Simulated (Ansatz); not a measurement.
A barrier at the coupled-cluster level

Start structure (Si2NH7S, closed shell), relaxed at PBE0-D4/def2-TZVP:

```
11
angstrom
Si 0.4770 0.5921 0.2341
S 2.4440 -0.0402 -0.3242
N -0.2861 1.3852 -1.0798
H 0.1584 2.1572 -1.5504
H 0.7861 1.4407 1.4222
Si -0.8599 -1.2286 0.8436
H 2.0246 -0.8320 -1.3262
H -1.2899 1.4330 -1.1408
H -0.7813 -2.2791 -0.2079
H -2.2887 -0.8307 0.9974
H -0.3842 -1.7978 2.1319
```

The step: Si₂NH₇S ([NH2][SiH]([SiH3])[SH]) → Si₂NH₅ ([NH][SiH][SiH3]) + H₂S; bonds formed: S2–H4; bonds broken: Si1–S2, N3–H4. Computed with Ansatz 0.2.0 (basis: def2-TZVPP and def2-QZVPP); correlated methods freeze the cores. Extrapolation: Hartree–Fock as exp(−7.88 √X), correlation as X^−2.97. Energies below are by CCSD(T) at an estimated basis limit (MP2 extrapolated from triple and quadruple zeta, plus CCSD(T) − MP2 in triple zeta).

Problem. What are the electronic barrier and the energy of the step, from the start structure to the end structure? (To be estimated.)

Solution. By the calculation: Barrier 68.36 kcal/mol; step energy 62.03 kcal/mol (uphill); reverse barrier, their difference, 6.33 kcal/mol. Barrier and step energy count from the start structure, the reverse barrier from the end structure.

The saddle point: One imaginary mode of 559i cm⁻¹.
```
  pair  start (Å)  saddle (Å)  end (Å)
 S2–H4       3.40        1.44     1.34
Si1–S2       2.14        2.55     2.81
 N3–H4       1.01        1.80     3.55
```

Zero-point energy (harmonic, PBE0-D4): ZPE is 43.58 kcal/mol at the start and 39.50 kcal/mol at the saddle, so the barrier goes from 68.36 to 64.28 kcal/mol.

First-order rate constant out of the start structure at 298 K by transition-state theory, with harmonic vibrational free energies alone and no tunnelling: ΔA‡ = 64.57 kcal/mol, so k = (kB T/h) exp(−ΔA‡/kB T) ≈ 10^-35 s⁻¹ (an order of magnitude at best: rotation, the number of equivalent paths and anharmonicity are left out).

T1 diagnostic: at most 0.017.

Labels in which every atom is bracketed show which atoms are joined, not bond orders.

For scale, one of the runs: CCSD(T)/def2-TZVPP, 255 basis functions (an equivalent command: `ansatz run in.yaml --threads 4`). Hardware: 4 CPU threads, shared host. Wall time 62 s; peak host memory 5.1 GiB.
